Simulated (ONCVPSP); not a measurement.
Transferability test, ONCV potential for rhodium (Rh)

ONCVPSP 4.0.1 input, shortened (lines: element, Z, core and valence counts, functional; n l f; lmax; l rc ep ncon nbas qcut; lloc lpopt rc5 dvloc0; l nproj debl; icmod fcfact rcfact), PBE, scalar-relativistic:

```
  Rh 45.00    6    5        4      upf
    1    0    2.00
    2    0    2.00
    2    1    6.00
    3    0    2.00
    3    1    6.00
    3    2   10.00
    4    0    2.00
    4    1    6.00
    4    2    8.00
    5    0    0.50
    5    1    0.50
    2
    0    1.40    0.00    3    6    7.50
    1    1.50    0.00    4    8    7.80
    2    1.60    0.00    5   10   11.50
    4    5    1.25   -1.00
    0    2    2.70
    1    2    1.80
    2    1    1.60
    1    0.70    0.00
```

Energies are relative to the spin-unpolarised reference configuration 4s2 4p6 4d8 5s0.5 5p0.5; without spin polarisation the order of configurations can differ from experiment. Not all tests gave a result: 1 of 4 tests not solved or not reliable.

```json
{"valence configuration": "4s2 4p6 4d8 5s1 5p0", "charge": "0", "ΔE all-electron (eV)": "-1.760", "error AE − PS (meV)": "+0.2"}
{"valence configuration": "4s2 4p6 4d8 5s0 5p0", "charge": "+1", "ΔE all-electron (eV)": "5.701", "error AE − PS (meV)": "-1.2"}
{"valence configuration": "4s1 4p6 4d8 5s1 5p0", "charge": "+1", "ΔE all-electron (eV)": "87.284", "error AE − PS (meV)": "-146"}
```

Levels in the configuration 4s2 4p6 4d8 5s0 5p0:

| level | all-electron (eV) | pseudo (eV) |
| --- | --- | --- |
| 4s | -90.186 | -90.196 |
| 4p | -58.145 | -58.150 |
| 4d | -13.583 | -13.583 |
